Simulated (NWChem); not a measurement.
A series in which one site is exchanged, each optimised at PBE0/def2-SVP with NWChem, gas phase unless a solvent is named. All stand in one matching conformer (torsions within 35°), which need not be the lowest. For some, no frequency run checked for a minimum. def2 effective core potentials on Zr, Hf; no spin-orbit coupling.

A: [Hf]([NH2])([NH2])=[S] (HfN2H4S; site = Hf)
B: [NH2][Zr]([NH2])=[S] (ZrN2H4S; site = Zr)
C: NC(N)=S (CH₄N₂S; site = C)
D: [NH2][Ti]([NH2])=[S] (TiN₂H₄S; site = Ti)

Problem. Rank them by dipole (D), PBE0/def2-SVP, lowest first.

Solution. D (4.97), C (5.18), B (6.10), A (6.31)
